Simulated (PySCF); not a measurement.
# Selenium: a sound run and one with changed settings

Sound run: Se [Ar] 3d10 4s2 4p4, Se⁺ [Ar] 3d10 4s2 4p3. Computed with PySCF 2.14 in x2c-SVPall, with the spin-free X2C one-electron Hamiltonian (Gaussian nucleus). In the sound run the correlated levels freeze [Ar] 3d10. The sound run starts from symmetry-adapted Hartree-Fock orbitals and uses a fine grid where one is needed.

Changed run: the non-relativistic Hamiltonian (point nucleus). This setting is unsound on purpose.

```
species   method  sound run (hartree)  changed run (hartree)  converged
     Se      UHF          -2427.64268            -2387.31493        yes
     Se      PBE          -2429.05139            -2388.72804        yes
     Se     MN15          -2430.84169            -2390.53491        yes
     Se      MP2          -2427.71710            -2387.38953        yes
     Se  CCSD(T)          -2427.73403            -2387.40701        yes
    Se⁺      UHF          -2427.32952            -2386.99537        yes
    Se⁺      PBE          -2428.70016            -2388.37037        yes
    Se⁺     MN15          -2430.49607            -2390.18165        yes
    Se⁺      MP2          -2427.38872            -2387.05539        yes
    Se⁺  CCSD(T)          -2427.40450            -2387.07193        yes
```

Ionisation energy of Se:

| method | sound run (eV) | changed run (eV) |
| --- | --- | --- |
| UHF | 8.521 | 8.696 |
| PBE | 9.557 | 9.733 |
| MN15 | 9.405 | 9.612 |
| MP2 | 8.936 | 9.093 |
| SCS-MP2 | 8.963 | 9.119 |
| CCSD | 8.959 | 9.110 |
| CCSD(T) | 8.967 | 9.118 |

Most of the change in total energy is the relativistic energy itself. On top of that the contraction fixes the core shape for the Hamiltonian it was made with, so the changed run is not a good calculation with the other Hamiltonian either.

For comparison, NIST gives 9.752 eV between the lowest levels.
